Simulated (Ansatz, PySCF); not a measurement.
Process, species as SMILES: NN (N2H4) [hydrazine] + [H][H] (H2) -> 2 N (NH3)
Structures are relaxed separately at B3LYP-D3(BJ)/def2-TZVP in Ansatz (a program for electronic structure), one conformer each, not searched for the lowest. Frequencies are from Ansatz or PySCF.
Geometry of the first species:
```
N
H 1 1.0116
H 1 1.0154 2 108.30
N 1 1.4300 2 107.93 3 122.00
H 4 1.0116 1 107.93 2 150.52
H 4 1.0154 5 108.30 1 -122.00
```

Property: energy of full hydrogenation (enthalpy at 298 K, with B3LYP-D3(BJ) rigid-rotor harmonic-oscillator terms), in kJ/mol. Cores are frozen in the correlated levels unless marked. No spin-orbit coupling. No relativistic terms. CBS marks a two-point X^-3 extrapolation of the correlation energy; Hartree-Fock from the larger set.

Level to compare with: CCSD(T)/CBS(def2-TZVPPD,def2-QZVPPD) (Ansatz), -188.8 kJ/mol. It is a level with limits of its own, and the differences hold the functionals' basis error too.

Task: Rank these functionals by how close they come to CCSD(T)/CBS(def2-TZVPPD,def2-QZVPPD), closest first: SVWN5/def2-TZVPD (Ansatz); LC-wPBE/def2-TZVPD (Ansatz); TPSS/def2-TZVPD (PySCF).

Result: LC-wPBE/def2-TZVPD (range-separated hybrid, -180.8 kJ/mol, difference 8.0), SVWN5/def2-TZVPD (LDA, -173.8 kJ/mol, difference 15.0), TPSS/def2-TZVPD (meta-GGA, -165.1 kJ/mol, difference 23.7)
